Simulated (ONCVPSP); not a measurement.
## Eu: one change to an ONCV potential, before and after

```
Element                 : Eu
Generator               : ONCVPSP 4.0.1
Type                    : optimised norm-conserving Vanderbilt (ONCV)
Functional              : PBE
Relativity              : scalar-relativistic
Frozen core             : [Kr] 4d10 4f6
Valence charge          : 11
Reference configuration : 5s2 5p6 5d1 6s1.5 (charge +0.5)
Partial waves           : 5s+6s: rc 2.05 bohr, ncon 5, nbas 9, qcut 6.4 1/bohr, 2 projectors; 5p: rc 1.75 bohr, ncon 4, nbas 7, qcut 4.7 1/bohr, 3 projectors, debl 2.4 Ha; 5d: rc 3.70 bohr, ncon 4, nbas 8, qcut 4.5 1/bohr, 2 projectors, debl 3.6 Ha
Local potential         : polynomial inside 1.55 bohr (lpopt 5, dvloc0 4 Ha)
Core correction         : none
```

Change: p: rc 2.5.

Cutoffs: the cutoffs (Ha) at which the residual kinetic energy of the hardest occupied pseudo-wave falls to 1 and 0.1 mHa per electron; they do not see the model core or the augmentation charge, which bear on the density cutoff. Errors are all-electron minus pseudo energies relative to the spin-unpolarised reference configuration.

Problem. Predict the effect on cutoff, ghosts and configuration errors.

Solution. The potential gets softer (33 Ha and 47 Ha → 15 Ha and 18 Ha); the errors of the 4 common tests hardly move; neither file shows a bound ghost. A larger radius leaves more room for a smooth pseudo-wave, so fewer plane waves are needed.

| quantity | base | changed |
| --- | --- | --- |
| cutoff, loose | 33 Ha | 15 Ha |
| cutoff, tight | 47 Ha | 18 Ha |
| loose cutoff by channel | s 15 Ha, p 33 Ha, d 6.2 Ha | s 15 Ha, p 6.9 Ha, d 6.2 Ha |
| bound ghosts | none | none |
| GHOST(+) flags under 300 eV | s at 219.2 eV | s at 219.2 eV |
| error for 5s2 5p6 5d1 6s2, meV [ΔE -2.64 eV] | +1.2 | +1.2 |
| error for 5s2 5p6 5d1 6s1, meV [ΔE 3.91 eV] | -0.1 | -0.1 |
| error for 5s2 5p6 5d1 6s0, meV [ΔE 15.85 eV] | +7.0 | +7.8 |
| error for 5s2 5p6 5d1 6s1 6p1, meV [ΔE 0.16 eV] | +1.4 | +1.4 |
| s: phases at 2.08 bohr within 0.05 rad from the reference energy up to (Ha; the scan ends near 5) | to the end of the scan | to the end of the scan |
| d: phases at 3.75 bohr within 0.05 rad from the reference energy up to (Ha; the scan ends near 5) | 0.3 | 0.3 |
